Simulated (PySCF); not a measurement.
Computed shifts of a molecule C2H6BF2N, PBE/pcSseg-1 in PySCF, GIAO, gas phase, equivalent atoms averaged, in ppm (number of nuclei): ¹⁵N: 112.4 (1). ¹³C: 84.2 (2). ¹⁹F: -336.8 (2). ¹H: 4.98 (2), 4.93 (4). References: ¹⁵N against NH3 (σ = 267.0 ppm); ¹¹B against BF3 (σ = 83.9 ppm); ¹³C against TMS (σ = 182.0 ppm); ¹⁹F against CFCl3 (σ = 133.6 ppm); ¹H against TMS (σ = 31.49 ppm), references at their B3LYP-D3(BJ)/def2-TZVP geometries, non-relativistic. The structure is a stationary point at B3LYP-D3(BJ)/def2-SVP. The values are those of a single conformer.

Problem. Which molecule gave these data?
A) NB(CF)CF
B) CB(N)C(F)F
C) CNB(F)CF
D) C[C@@H](F)B(N)F

Solution. A, NB(CF)CF
